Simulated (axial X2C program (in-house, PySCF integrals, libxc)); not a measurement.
# RuC: nuclear properties from DFT to coupled cluster

Computed with an in-house all-electron X2C program for linear molecules (integrals from PySCF): two-component X2C with atomic mean-field Coulomb and Gaunt terms, Gaussian nuclei, basis Ru dyall-acv3z, C dyall-av3z with contracted cores.

R = 1.608 Å (near the PBE0 minimum at charge 0 of the determinant lowest at the starting distance; the state shown can have its own minimum elsewhere); state Ω = 3 (⟨Sz⟩ = 1.00, ⟨Lz⟩ = 2.00 at PBE0).

```
level  Eeff magnitude (GV/cm)  Ws magnitude Ru (kHz)  A∥/gI Ru (MHz)  qzz Ru (a.u.)  A∥/gI C (MHz)  μ (D)
 PBE0                    1.52                  0.266            1250           1.03           11.2  -2.09
   HF                     5.1                  0.938             897           1.67          -1.32  -1.19
B3LYP                    1.65                  0.281            1260           0.91           12.5  -2.06
```

Eeff is the effective electric field on the electron electric dipole moment in this Ω state and Ws the scalar–pseudoscalar constant of the nucleus named (defined with the proton number Z and per Ω); A∥ (defined per Ω) follows by multiplying with gI = μI/(I μN); qzz is the electric field gradient, eQq0 = 234.96 MHz × Q/barn × qzz; μ is positive if the C end (last atom) is positive. The operators were transformed with the bare-nucleus X2C matrices; with these basis sets, hyperfine constants and field gradients can be off by tens of per cent, and where levels differ in sign neither size nor sign is settled.

Finite-field MP2, CCSD and CCSD(T), with 20 electrons correlated in 130 natural virtual spinors (MP2 remainder added):

```tsv
level	Eeff magnitude (GV/cm)	Ws magnitude Ru (kHz)	A∥/gI Ru (MHz)	qzz Ru (a.u.)	A∥/gI C (MHz)	μ (D)
MP2	3.39	0.638	1680	3.70	17.2	-3.83
CCSD	2.08	0.358	1230	1.58	7.52	-2.25
CCSD(T)	1.8	0.304	1250	1.49	8.42	-2.29
```

T1 = 0.073 (Lee–Taylor), a sign of multireference character. One unrestricted determinant, the lowest of a limited PBE0 search, is the reference; the functionals treat spin collinearly. With several open shells it need not be a pure state. The sign of Eeff is opposite to CCSD(T) at MP2. Eeff spreads by more than a factor of two over the levels. Correlation of the inner shells is missing, which matters for properties at the nucleus. Number of frozen shells: Ru 3 s, 2 p, 1 d; C 1 s.

Question: By how much does correlation change each value, CCSD(T) against HF?

Answer: Eeff magnitude -65 %; Ws magnitude Ru -68 %; A∥/gI Ru 39 %; qzz Ru -11 %; A∥/gI C from -1.32 to 8.42, a change of sign; μ 92 %.
